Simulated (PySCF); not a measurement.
Gas-phase equilibrium of 1 mol HF, 27 mol H2O at 1800 K and 0.100 bar, among 15 species (O2, F2, O, F, HO2, HOF, H2O, H, FO, H2O2, O3, HF, H2, F2O, OH). Only gases are allowed; each row takes one source of thermochemistry for all species, and Cantera finds the minimum.

Method: PySCF energies plus ideal-gas RRHO corrections (1 bar). Table values come from the NASA 1993 polynomials. † marks an energy on the PBE0/def2-TZVP geometry and frequencies; other levels use their own. MP2 freezes the core. 6-31G* has spherical d functions here. Open shells (unrestricted) among the columns below: O2 (multiplicity 3), O (multiplicity 3, electronic degeneracy 9), H (multiplicity 2), OH (multiplicity 2, electronic degeneracy 4); the rest are closed-shell singlets. Spin-orbit splitting is ignored; it lowers the true energy and changes the entropy of O, OH. B3LYP is the form with VWN-RPA correlation. MP2 isn't extrapolated to the basis-set limit. The harmonic model lacks anharmonicity and excited electronic states, which grow with temperature; levels with a mode under 35 cm⁻¹ are left out. The table's entry may be an old estimate for OH (not checked at source).

Molecules larger than those listed are left out. Also missing: (HF)n, which can matter at low temperature or high pressure. Table species left out: FO2, H2F2, H3F3, H4F4.

With table thermochemistry: H2O 0.96, H2 0.0040, O 1.6e-5, OH 0.0011, H 7.1e-5, O2 0.0017, HF 0.036.

### Question
How far does the composition move with the other sources (B3LYP/6-31G*, HF/6-31G*, HF/def2-TZVP†, MP2/def2-TZVPP†, PBE/def2-TZVP†, LDA/def2-TZVP†)?

### Answer
| thermochemistry | x H2O | x H2 | x O | x OH | x H | x O2 | x HF |
|---|---|---|---|---|---|---|---|
| table | 0.96 | 0.0040 | 1.6e-5 | 0.0011 | 7.1e-5 | 0.0017 | 0.036 |
| B3LYP/6-31G* | 0.85 | 0.078 | 4.8e-5 | 0.0038 | 0.00032 | 0.038 | 0.034 |
| HF/6-31G* | 0.076 | 0.41 | 0.40 | 0.057 | 0.039 | 8.6e-6 | 0.019 |
| HF/def2-TZVP† | 0.32 | 0.29 | 0.26 | 0.089 | 0.025 | 1.1e-5 | 0.024 |
| MP2/def2-TZVPP† | 0.96 | 0.0032 | 8.4e-6 | 0.00054 | 0.00015 | 0.0015 | 0.036 |
| PBE/def2-TZVP† | 0.94 | 0.018 | 1.6e-6 | 0.00074 | 0.00031 | 0.0089 | 0.035 |
| LDA/def2-TZVP† | 0.96 | 0.0042 | 9.6e-9 | 3.4e-5 | 4.7e-5 | 0.0021 | 0.036 |
The most sensitive of these is O: it spans a factor of 10^7.6 over these rows; at this temperature one factor of ten is RT ln 10 = 34 kJ/mol.
